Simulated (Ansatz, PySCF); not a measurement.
The PySCF input:
```python
from pyscf import gto, scf, dft

mol = gto.M(
    atom='''
Cl   -0.000000   -0.000000   -1.690958
I     0.000000    0.000000    0.542383
''',
    basis='def2-svpd',
    ecp={'I': 'def2-svpd'},
    charge=1,
    spin=1,
    verbose=4,
)

mf = dft.UKS(mol)
mf.xc = 'camb3lyp'
mf.grids.atom_grid = (99, 590)
mf.grids.prune = None
mf.kernel()
```

**Question.** Give the equivalent Ansatz (a first-principles code) input.

**Answer.** This is not unique; one that fits is 
Ansatz 0.2 input:
```yaml
crystal:
  periodic: [false, false, false]
  atoms:
    - {symbol: Cl, position_ang: [-0.00000000, -0.00000000, -1.69095804]}
    - {symbol: I, position_ang: [0.00000000, 0.00000000, 0.54238277]}
basis:
  gaussian:
    orbitals: def2-SVPD
hamiltonian:
  xc: cam_b3lyp
total_charge: 1
magnetization: {spin_polarized: true, initial_magnetization: 1}
accuracy: high
```

Both were run: PySCF gave -757.384640 Eh and Ansatz -757.384640 Eh, 0.000 mEh apart.
